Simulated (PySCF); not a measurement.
Positional isomers: benzothiophene ethynyl+boryl. All species are isolated molecules in the gas phase. One relaxed conformer stands for each flexible species; it need not be the lowest. Strings in code marks are SMILES.

Calculation: PBE-D3(BJ)/def2-TZVP // PBE0-D3(BJ)/def2-SVP (PySCF). All candidates: neutral, multiplicity 1. Delta-SCF ions had no search for a lower state. Excitations are Tamm–Dancoff values on a coarser integration grid. The basis has no diffuse functions, so Rydberg states are missing or too high.

| Item | Result |
|---|---|
| vertical ionisation energy (Delta-SCF) | 8.03 eV |
| brightest of the four lowest singlets (TDA) | 3.39 eV |
| LUMO | -3.18 eV |

Q: Say which member has these values.
(A) `Bc1c(C#C)ccc2sccc12`
(B) `Bc1cc2c(C#C)cccc2s1`
(C) `Bc1c(C#C)sc2ccccc12`
(D) `Bc1cc(C#C)c2ccsc2c1`

A: C, `Bc1c(C#C)sc2ccccc12`. The others give `Bc1cc2c(C#C)cccc2s1`: 7.91 eV, 3.96 eV, -3.26 eV; `Bc1c(C#C)ccc2sccc12`: 7.98 eV, 3.21 eV, -3.17 eV; `Bc1cc(C#C)c2ccsc2c1`: 7.91 eV, 3.14 eV, -3.06 eV
